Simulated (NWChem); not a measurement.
B₃H₄O₃ cation; SMILES B1[OH+]BOBO1

```xyz
10

B     -0.0028     1.4570     0.0000
O     -1.1800     0.7257     0.0000
B     -1.2921    -0.5912     0.0000
O      0.0025    -1.3003     0.0000
B      1.2943    -0.5863     0.0000
O      1.1772     0.7302     0.0000
H     -0.0050     2.6472     0.0000
H     -2.2697    -1.2727     0.0000
H      0.0043    -2.2762     0.0000
H      2.2746    -1.2640     0.0000
```
Atoms are numbered in this order, from 1.

Computed with NWChem. Pople sets run with spherical d functions. Coordinates come from a PBE0/def2-SVP optimisation. Vzz is the largest principal value of the second derivative of the potential at the nucleus (NWChem prints the opposite sign); η is the asymmetry. Non-relativistic.

Q: Predict the results for CAM-B3LYP/6-31G*. Quantities: Vzz B1 (a.u.); η B1; Vzz O6 (a.u.); η O6; Vzz B5 (a.u.); η B5; Vzz O4 (a.u.); η O4.

A: 
| Quantity | Result |
|---|---|
| Vzz B1 (a.u.) | 0.391 |
| η B1 | 0.75 |
| Vzz O6 (a.u.) | -0.862 |
| η O6 | 0.78 |
| Vzz B5 (a.u.) | -0.380 |
| η B5 | 0.82 |
| Vzz O4 (a.u.) | -1.098 |
| η O4 | 0.68 |
